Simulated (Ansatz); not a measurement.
Reaction (isomerisation): `NB([SiH3])C[SiH3]` → `CB(N)[SiH2][SiH3]`

Program: Ansatz. Geometries: PBE0-D4/def2-TZVP. ΔE: electronic, gas phase. CBS: MP2 limit from def2 TZ/QZ plus the TZ coupled-cluster correction, frozen cores. DFT in def2-TZVPP. B3LYP here is the variant with VWN-RPA as its local correlation; programs differ in this. One conformer a species, not always the lowest.

| level | ΔE (eV) |
| --- | --- |
| PBE0-D4 | -0.11 |
| B3LYP-D4 | -0.04 |
| ωB97M-V | 0.02 |
| r2SCAN | -0.08 |
| B3LYP | -0.07 |
| MP2/def2-TZVPP | 0.05 |
| CCSD(T)/def2-TZVPP | -0.01 |
| MP2/def2-QZVPP | 0.04 |

(1) What does CCSD(T)/CBS give? (Estimate.)

Largest T1 diagnostic among the species: 0.013.

## Answers

(1) The calculation gave: -0.02 eV. The listed levels differ from it by -0.09, -0.02, 0.04, -0.06, -0.05, 0.07, 0.01, 0.06 eV.

From PBE to PBE0 (25 % exact exchange), in def2-TZVPP and without D4, ΔE moves by +0.04 eV. The D4 term adds +0.03 eV with B3LYP and +0.02 eV with PBE0; it sums over pairs of atoms, weighted by their polarisabilities, and B3LYP, whose exchange is more repulsive, gets the larger term.
